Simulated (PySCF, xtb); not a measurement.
C2H7NSi2, SMILES N#CC[SiH2][SiH3]. The values are those of a single conformer.

Harmonic wavenumbers (cm⁻¹) from GFN2-xTB (xtb 6.7.1) at its own minimum, in rising order: 22, 47, 104, 163, 352, 378, 429, 459, 463, 484, 578, 643, 708, 749, 782, 805, 807, 819, 1021, 1077, 1166, 1418, 2189, 2212, 2229, 2242, 2275, 2396, 2969, 2979.

Problem. What does PBE-D3(BJ)/def2-SVP in PySCF give at its own minimum? (Estimate from the structure and the level; the computed values follow.)

Solution. 46, 85, 108, 168, 339, 370, 407, 450, 477, 540, 632, 650, 744, 792, 844, 888, 899, 905, 958, 1110, 1124, 1356, 2152, 2157, 2167, 2173, 2184, 2285, 2988, 3047. Paired by order, the mean absolute difference is 46 cm⁻¹ and the zero-point energies are 47.1 and 47.2 kcal/mol.
